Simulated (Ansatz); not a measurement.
Input (CCSDT(Q)/cc-pVDZ; Ansatz, a quantum-chemistry and plane-wave program):

Ansatz 0.2 input:
```yaml
crystal:
  periodic: [false, false, false]
  atoms:
    - {symbol: B, position_ang: [-0.18146614, 0.16642526, 1.35921790]}
    - {symbol: H, position_ang: [-1.05360931, 0.52546115, 2.08990997]}
    - {symbol: H, position_ang: [0.88791976, -0.17476589, 1.76683700]}
    - {symbol: N, position_ang: [-0.41871416, 0.14532712, -0.00515223]}
    - {symbol: C, position_ang: [0.50830505, -0.25670125, -1.05033547]}
    - {symbol: H, position_ang: [-1.32145028, 0.43307633, -0.35282607]}
    - {symbol: H, position_ang: [0.70231279, 0.56258507, -1.74770673]}
    - {symbol: H, position_ang: [0.12184573, -1.10535442, -1.62097787]}
    - {symbol: H, position_ang: [1.45148079, -0.55021082, -0.59324732]}
basis:
  gaussian:
    orbitals: cc-pVDZ
magnetization: {spin_polarized: false}
correlation: {method: ccsdt_q, electrons: outside_noble_gas}
```

Output:

```
Functional definition: HF
integrals: 0.07 GiB planned
1408 factors; integrals over basis functions are off by at most 2.2e-7 eV
mean field: 0.20 GiB planned
mean field evaluation 1: about -3277.9079 eV, gradient 2.6e1 eV
mean field evaluation 2: about -3277.9087 eV, gradient 2.6e1 eV
mean field evaluation 4: about -3279.6782 eV, gradient 3.4e0 eV
mean field evaluation 8: about -3279.7095 eV, gradient 3.1e-5 eV
mean field evaluation 16: about -3279.7091 eV, gradient 9.2e-2 eV
mean field -3279.70950532 eV, -120.5271012537 hartree, gradient 1.1e-6 eV, S^2 0.000000; 0 other end points of the search recorded, 0 dependent functions left out
3 core orbitals not correlated
reference -3279.70950532 eV, -120.5271012537 hartree; 9, 9 occupied and 60, 60 virtual orbitals, 1408 factors
second order -11.06048249 eV of doubles, -0.00000000 eV of singles
coupled cluster: 1.58 GiB planned
cycle   1  -11.79063426 eV  change   -7.3e-1 eV  update   9.0e-2
cycle   2  -12.34916593 eV  change   -5.6e-1 eV  update   3.6e-2
cycle   3  -12.58274482 eV  change   -2.3e-1 eV  update   2.0e-2
cycle   4  -12.55139280 eV  change    3.1e-2 eV  update   6.5e-3
cycle   5  -12.55215422 eV  change   -7.6e-4 eV  update   3.7e-3
cycle   6  -12.55435159 eV  change   -2.2e-3 eV  update   8.8e-4
cycle   7  -12.55397255 eV  change    3.8e-4 eV  update   3.6e-4
cycle   8  -12.55377730 eV  change    2.0e-4 eV  update   1.0e-4
cycle   9  -12.55380100 eV  change   -2.4e-5 eV  update   4.0e-5
cycle  10  -12.55380497 eV  change   -4.0e-6 eV  update   1.2e-5
cycle  11  -12.55378827 eV  change    1.7e-5 eV  update   4.1e-6
cycle  12  -12.55379174 eV  change   -3.5e-6 eV  update   1.6e-6
cycle  13  -12.55379227 eV  change   -5.2e-7 eV  update   4.8e-7
perturbative correction -0.02179480 eV, -0.0008009441 hartree
Total energy: -3292.28509239 eV, -120.9892455542 hartree
```
